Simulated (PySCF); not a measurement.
## Cost of excited-state runs on SMILES C=CO/C=C(\C)C=O, C$_{6}$H$_{8}$O$_{2}$

Molfile (atoms numbered from 1):
```
C6H8O2
     RDKit          3D

 16 15  0  0  0  0  0  0  0  0999 V2000
   -3.1360   -0.0621   -0.1814 C   0  0  0  0  0  0  0  0  0  0  0  0
   -1.9545   -0.6608   -0.0701 C   0  0  0  0  0  0  0  0  0  0  0  0
   -0.7896    0.0300   -0.1962 O   0  0  0  0  0  0  0  0  0  0  0  0
    0.3736   -0.6112   -0.0423 C   0  0  0  0  0  0  0  0  0  0  0  0
    1.5573    0.0291   -0.1112 C   0  0  0  0  0  0  0  0  0  0  0  0
    1.7058    1.4940   -0.3613 C   0  0  0  0  0  0  0  0  0  0  0  0
    2.7507   -0.7999    0.0782 C   0  0  0  0  0  0  0  0  0  0  0  0
    3.8856   -0.3856    0.0648 O   0  0  0  0  0  0  0  0  0  0  0  0
   -4.0487   -0.6482   -0.0775 H   0  0  0  0  0  0  0  0  0  0  0  0
   -3.2098    1.0095   -0.3755 H   0  0  0  0  0  0  0  0  0  0  0  0
   -1.8381   -1.7333    0.1265 H   0  0  0  0  0  0  0  0  0  0  0  0
    0.3123   -1.6913    0.1467 H   0  0  0  0  0  0  0  0  0  0  0  0
    2.7354    1.7957   -0.1266 H   0  0  0  0  0  0  0  0  0  0  0  0
    1.0013    2.0798    0.2468 H   0  0  0  0  0  0  0  0  0  0  0  0
    1.5115    1.7401   -1.4176 H   0  0  0  0  0  0  0  0  0  0  0  0
    2.5405   -1.8893    0.2484 H   0  0  0  0  0  0  0  0  0  0  0  0
  1  2  2  0
  2  3  1  0
  3  4  1  0
  4  5  2  0
  5  6  1  0
  5  7  1  0
  7  8  2  0
  1  9  1  0
  1 10  1  0
  2 11  1  0
  4 12  1  0
  6 13  1  0
  6 14  1  0
  6 15  1  0
  7 16  1  0
M  END
```

PySCF with density fitting, on 1 thread of an Arm Neoverse N1, shared host. Command: `OMP_NUM_THREADS=1 python excited_run.py task.json out`

**Question.** How long does this run take, and how much memory?
- excited states, B3LYP/def2-SVP; Tamm-Dancoff; spin-orbit couplings; 6 states; 5 triplets; quadratic response for 4 states

**Answer.** 
| run | level | basis functions | wall time | peak memory (GiB) |
| --- | --- | --- | --- | --- |
| excited states | B3LYP/def2-SVP | 152 | 38 s | 0.65 |

Times from a shared host are rough.
